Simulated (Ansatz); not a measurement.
Input for Ansatz (a program for electronic structure): R-wB97X-V/def2-TZVPP on C2H4F2 (SMILES CC(F)F).

Ansatz 0.2 input:
```yaml
crystal:
  periodic: [false, false, false]
  atoms:
    - {symbol: C, position_ang: [-0.78542124, -0.01172151, -0.07779737]}
    - {symbol: C, position_ang: [0.69909069, 0.04408416, 0.14157378]}
    - {symbol: F, position_ang: [1.23647822, -1.21637711, 0.08131307]}
    - {symbol: F, position_ang: [1.29871462, 0.78068997, -0.84789101]}
    - {symbol: H, position_ang: [-1.20154842, 0.99507034, -0.04709457]}
    - {symbol: H, position_ang: [-1.25180706, -0.61341768, 0.70206214]}
    - {symbol: H, position_ang: [-0.99257251, -0.45818118, -1.05026444]}
    - {symbol: H, position_ang: [0.99706570, 0.47985303, 1.09809840]}
basis:
  gaussian:
    orbitals: def2-TZVPP
hamiltonian:
  xc: {name: wB97X-V}
scf: {lower_state_search: off}
```

### Question
Give the final energy of this run.

### Answer
-278.3430 hartree.

### Question
How many basis functions does it have, and what does it roughly cost on one machine?

### Answer
180 functions; roughly 5 core-seconds.
